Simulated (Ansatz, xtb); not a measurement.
**C4H4ClF3S: which of two isomers lies lower**

We compare I, `CC(=S)[C@H](Cl)C(F)(F)F`, a singlet, with II, `CS/C(Cl)=C\C(F)(F)F`, a singlet. Both are isolated molecules in the gas phase, relaxed with PBE-D3(BJ)/def2-SVP; the shapes shown needn't be the lowest conformers.

I (Å):

```tsv
atom	x (Å)	y (Å)	z (Å)
C	-1.4428	0.9403	-0.0601
C	-2.1568	-0.3751	-0.1163
C	-1.3993	-1.6120	0.3534
C	-0.1773	-1.9628	-0.5176
Cl	-0.8654	-1.4244	2.0707
F	0.3383	-3.1522	-0.1608
F	0.8054	-1.0412	-0.4337
F	-0.5641	-2.0405	-1.8105
S	-3.6881	-0.5607	-0.6704
H	-0.5967	0.9425	-0.7808
H	-2.1300	1.7689	-0.3035
H	-0.9912	1.0910	0.9424
H	-2.0808	-2.4814	0.3166
```

II (Å):

```xyz
13

C    -2.2810    1.7298   -2.0301
C    -2.4893   -0.2650   -0.0795
C    -2.1918   -1.4859    0.4309
C    -0.8740   -2.1828    0.2508
Cl   -4.1207    0.3441    0.1167
F    -0.8371   -3.2987    1.0161
F    -0.6624   -2.5664   -1.0331
F     0.1844   -1.4093    0.6067
S    -1.2953    0.8003   -0.8152
H    -2.6953    1.0628   -2.8098
H    -3.0911    2.2946   -1.5325
H    -1.5672    2.4375   -2.4931
H    -2.9529   -2.0405    0.9964
```

Quicker runs give these differences E(II) − E(I): GFN2-xTB +2.8 kcal/mol; HF/STO-3G −3.2 kcal/mol (at GFN2-xTB geometries); r2SCAN-D4/def2-SVP +7.8 kcal/mol (at GFN2-xTB geometries).

Question: Estimate which is lower in electronic energy at CCSD(T)/def2-SVP + ΔMP2/def2-TZVPP, and by roughly how much.

Answer: The CCSD(T)/def2-SVP + ΔMP2/def2-TZVPP calculation puts structure I lower, by 6.4 kcal/mol.

The same difference at several levels:

| level | geometry | E(II) − E(I) (kcal/mol) | departure from the last row (kcal/mol) | job, with rough time for the two |
| --- | --- | --- | --- | --- |
| GFN2-xTB | GFN2-xTB | +2.8 | −3.6 | optimisation, 0.37 s |
| HF/STO-3G | GFN2-xTB | −3.2 | −9.6 | single point, 0.6 s |
| r2SCAN-D4/def2-SVP | GFN2-xTB | +7.8 | +1.4 | single point, 5 s |
| PBE-D3(BJ)/def2-SVP | PBE-D3(BJ)/def2-SVP | +5.8 | −0.5 | optimisation, 62 s |
| HF/def2-SVP | PBE-D3(BJ)/def2-SVP | +9.4 | +3.1 | part of the CCSD(T) run |
| MP2/def2-SVP | PBE-D3(BJ)/def2-SVP | +11.7 | +5.3 | part of the CCSD(T) run |
| CCSD(T)/def2-SVP | PBE-D3(BJ)/def2-SVP | +11.5 | +5.1 | single point |
| CCSD(T)/def2-SVP + ΔMP2/def2-TZVPP | PBE-D3(BJ)/def2-SVP | +6.4 |  | single point, 2.7 min |

As drawn, II has 2 C–S, 1 C=C in place of 2 C–C, 1 C=S.

HF/STO-3G puts the two in the other order. The largest departure from CCSD(T)/def2-SVP + ΔMP2/def2-TZVPP is that of HF/STO-3G, 9.6 kcal/mol. A small imaginary or near-zero mode remains, so no thermal terms are given. The last row adds to CCSD(T) the change of the MP2 difference between the two basis sets, here −5.1 kcal/mol, a large step that makes the value less sure.

The correlated steps freeze 17 core orbitals. Codes used: Ansatz 0.2.0, xtb 6.7.1; the last row on 4 threads of Arm Neoverse V1 on a shared host.
